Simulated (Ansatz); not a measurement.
One change: `F[C@H]1B[C@@H]1Cl` becomes `F[C@H]1B[C@@H]1F`.

Ansatz, PBE0-D4/def2-TZVP geometries, multiplicity 1. 

| property | `F[C@H]1B[C@@H]1Cl` |
| --- | --- |
| HOMO–LUMO gap (PBE0/def2-TZVPP) / eV | 5.25 |
| HOMO energy (PBE/def2-TZVPP) / eV | -6.49 |
| LUMO energy (ωB97M-V/def2-TZVPP) / eV | -0.50 |
| HOMO–LUMO gap (B3LYP/def2-TZVPP) / eV | 4.81 |
| HOMO–LUMO gap (PBE/def2-TZVPP) / eV | 2.89 |
| LUMO energy (B3LYP/def2-TZVPP) / eV | -2.78 |

Task: What does the change do to each property? (An estimate is asked.)

Result: The calculation gave: 
```
                             property  `F[C@H]1B[C@@H]1F`  shift
 HOMO–LUMO gap (PBE0/def2-TZVPP) / eV                5.62   0.37
    HOMO energy (PBE/def2-TZVPP) / eV               -6.68  -0.19
LUMO energy (ωB97M-V/def2-TZVPP) / eV               -0.43   0.07
HOMO–LUMO gap (B3LYP/def2-TZVPP) / eV                5.18   0.37
  HOMO–LUMO gap (PBE/def2-TZVPP) / eV                3.16   0.27
  LUMO energy (B3LYP/def2-TZVPP) / eV               -2.72   0.06
```

With PBE0 the HOMO falls by 0.30 eV and the LUMO rises by 0.08 eV, so the gap widens by about 0.38 eV. PBE moves the HOMO by -0.19 eV and ωB97M-V by -0.36 eV.

B3LYP here is the variant with VWN-RPA as its local correlation; programs differ in this.
